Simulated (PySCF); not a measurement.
## Nuclear quadrupole coupling in `C#CC(=O)OCS[SiH2]C[SiH3]`

C₅H₁₀O₂SSi₂.
Atom-mapped SMILES: `[CH:1]#[C:2][C:3](=[O:4])[O:5][CH2:6][S:7][SiH2:8][CH2:9][SiH3:10]` (hydrogens: H11 on C1; H12, H13 on C6; H14, H15 on Si8; H16, H17 on C9; H18, H19, H20 on Si10)

Geometry (GFN2-xTB, Å), atoms numbered from 1 in this order:
```xyz
20
C5H10O2SSi2 angstrom
C      3.9285    2.1055    0.3343
C      3.5704    0.9608    0.3496
C      3.1942   -0.4317    0.3248
O      3.8410   -1.3061   -0.1800
O      2.0207   -0.6019    0.9677
C      1.4581   -1.8896    0.9693
S      0.1316   -2.0173   -0.2633
Si    -0.8995   -0.1834    0.2460
C     -2.5494   -0.2548   -0.6653
Si    -3.6956    1.2125   -0.2980
H      4.2341    3.1110    0.3282
H      1.0390   -2.0601    1.9618
H      2.2068   -2.6461    0.7211
H     -1.0336   -0.2061    1.7017
H     -0.0649    0.9357   -0.1832
H     -3.0636   -1.1831   -0.4151
H     -2.3602   -0.2995   -1.7381
H     -3.0121    2.4596   -0.6405
H     -4.9197    1.0846   -1.0911
H     -4.0309    1.2208    1.1260
```

Field gradients from the PBE0/pcSseg-1 density (PySCF, non-relativistic), principal values in atomic units, ordered |Vxx| ≤ |Vyy| ≤ |Vzz|:

```tsv
atom	Vxx	Vyy	Vzz
O4	0.6482	0.9508	-1.5990
O5	-0.5224	-1.1968	1.7192
S7	0.1162	2.1870	-2.3032
```

Task: Find the asymmetry η = (Vxx − Vyy)/Vzz and the couplings χ = eQV/h (234.96 MHz × Q in barn × V in au), with Q(17O) = −0.0256 b, Q(33S) = −0.0678 b.

Result: 
```csv
atom,environment,nucleus,η,χzz (MHz),χxx (MHz),χyy (MHz)
O4,ester carbonyl oxygen,17O,0.19,9.62,-3.90,-5.72
O5,ester single-bonded oxygen,17O,0.39,-10.34,3.14,7.20
S7,sulfur bonded to C and Si,33S,0.90,36.69,-1.85,-34.84
```

The tensor is traceless: Vxx + Vyy + Vzz = 0.

Task: What is Vzz at O5 in SI units (1 au = 9.71736 × 10²¹ V/m²)?

Result: 1.7192 au = 16.706 × 10²¹ V/m².

Task: And the gradient at the other heavy atoms, for which no coupling is worked out here?

Result: 
| atom | environment | Vzz (au) | η |
| --- | --- | --- | --- |
| C1 | terminal alkyne carbon | -0.339 | 0.51 |
| C2 | alkyne carbon | -0.238 | 0.13 |
| C3 | ester carbonyl carbon | -0.314 | 0.93 |
| C6 | sp3 carbon bound to oxygen | 0.417 | 0.92 |
| Si8 | SiH2 silicon | 0.570 | 0.21 |
| C9 | sp3 carbon bound to silicon | -0.032 | 0.72 |
| Si10 | SiH3 silicon | 0.148 | 0.06 |

Task: What couplings would deuterons (Q(2H) = 0.00286 b) have in place of the hydrogens, at this geometry?

Result: 
```json
{"atom": "H11", "bonded to": "C1", "bond length (Å)": "1.051", "Vzz (au)": "0.3880", "η": "0.02", "χzz (kHz)": "261"}
{"atom": "H12", "bonded to": "C6", "bond length (Å)": "1.091", "Vzz (au)": "0.2949", "η": "0.05", "χzz (kHz)": "198"}
{"atom": "H13", "bonded to": "C6", "bond length (Å)": "1.093", "Vzz (au)": "0.2843", "η": "0.08", "χzz (kHz)": "191"}
{"atom": "H14", "bonded to": "Si8", "bond length (Å)": "1.462", "Vzz (au)": "0.1624", "η": "0.04", "χzz (kHz)": "109"}
{"atom": "H15", "bonded to": "Si8", "bond length (Å)": "1.461", "Vzz (au)": "0.1631", "η": "0.01", "χzz (kHz)": "110"}
{"atom": "H16", "bonded to": "C9", "bond length (Å)": "1.090", "Vzz (au)": "0.3182", "η": "0.01", "χzz (kHz)": "214"}
{"atom": "H17", "bonded to": "C9", "bond length (Å)": "1.090", "Vzz (au)": "0.3186", "η": "0.01", "χzz (kHz)": "214"}
{"atom": "H18", "bonded to": "Si10", "bond length (Å)": "1.463", "Vzz (au)": "0.1628", "η": "0.02", "χzz (kHz)": "109"}
{"atom": "H19", "bonded to": "Si10", "bond length (Å)": "1.464", "Vzz (au)": "0.1622", "η": "0.01", "χzz (kHz)": "109"}
{"atom": "H20", "bonded to": "Si10", "bond length (Å)": "1.463", "Vzz (au)": "0.1628", "η": "0.02", "χzz (kHz)": "109"}
```

One conformer (not necessarily the lowest) at the GFN2-xTB geometry, without solvent, vibrations or thermal averaging. GFN2-xTB bond lengths can be off by several hundredths of an ångström, more for odd bonds, and the gradients follow them. A larger basis could move these couplings by a tenth or more.
